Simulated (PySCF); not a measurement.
Task: Write Cartesian coordinates for `BN(B)BN` as optimised with PBE0-D3(BJ)/def2-SVP.

Result: 
```
atom  x, y, z in Å
B1    -1.069   -0.761    0.536
N2    -0.504    0.349   -0.163
B3    -1.386    1.324   -0.737
B4     0.955    0.528   -0.317
N5     1.875   -0.387    0.182
H6    -0.355   -1.603    1.039
H7    -2.266   -0.868    0.635
H8    -0.926    2.273   -1.327
H9    -2.580    1.185   -0.623
H10    1.361    1.503   -0.902
H11    1.615   -1.224    0.687
H12    2.870   -0.250    0.076
```

Orientation and origin are arbitrary. Atoms count from 1 in this order. B4 (three-coordinate boron) is planar (angles 122.4°, 118.9° and 118.7°, sum 360.0°, 0.00 Å off the plane of its three neighbours). N2 (boron-bound nitrogen) is planar (angles 122.3°, 118.9° and 118.8°, sum 360.0°, 0.00 Å off the plane of its three neighbours). N5 (boron-bound nitrogen) is planar (angles 123.6°, 121.7° and 114.7°, sum 360.0°, 0.01 Å off the plane of its three neighbours). The 5 heavy atoms lie in one plane (0.008 Å rms).

Bonds between heavy atoms (Å): B1–N2 1.429, N2–B3 1.434, N2–B4 1.478, B4–N5 1.390.

Level of theory: PySCF, PBE0-D3(BJ)/def2-SVP geometry optimisation, gas phase.

Stationary, but not proved a minimum.
